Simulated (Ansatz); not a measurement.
The same path of C2H3N + H3Si (10 atoms, charge 0, multiplicity 2) was run twice with different band settings. Lost on the way: H1–C2. Made: H1–Si5.

These are results of Ansatz, UKS PBE-D4/6-31G*, not measurements.

Relaxed end points:

```xyz
10
Properties=species:S:1:pos:R:3
H 0.550 0.191 1.708
C 0.829 -0.871 1.596
C 0.447 -1.344 0.269
N 0.136 -1.715 -0.800
Si -0.850 1.480 -1.450
H 1.918 -0.966 1.742
H 0.316 -1.456 2.378
H -1.147 2.954 -1.524
H -0.085 1.031 -2.658
H -2.114 0.698 -1.262
```

```xyz
10
Properties=species:S:1:pos:R:3
H -0.178 1.457 0.152
C 1.050 -1.505 1.717
C 0.546 -1.626 0.434
N 0.111 -1.720 -0.670
Si -0.840 1.542 -1.191
H 2.121 -1.365 1.877
H 0.378 -1.542 2.577
H -1.256 2.965 -1.426
H 0.123 1.128 -2.258
H -2.055 0.667 -1.211
```

Common settings: movable images 9; climbing image yes; spring 5.0 eV/Å²; optimiser quadratic models (default); start path through a guess of the saddle point; iteration limit 60; end points relaxed.

| run | force threshold |
| --- | --- |
| 1 | 0.05 eV/Å |
| 2 | 0.2 eV/Å |

(1) What does each run give, and how far can it be trusted?

Results:

(1) Run 1: converged after 50 iterations, highest image 0.613 eV above the first end. The order of the stationary point at the top wasn't checked.
Run 2: converged after 31 iterations, highest image 0.613 eV above the first end. The threshold of 0.2 eV/Å is loose, so the images may lie well off the minimum-energy path. The order of the stationary point at the top wasn't checked.
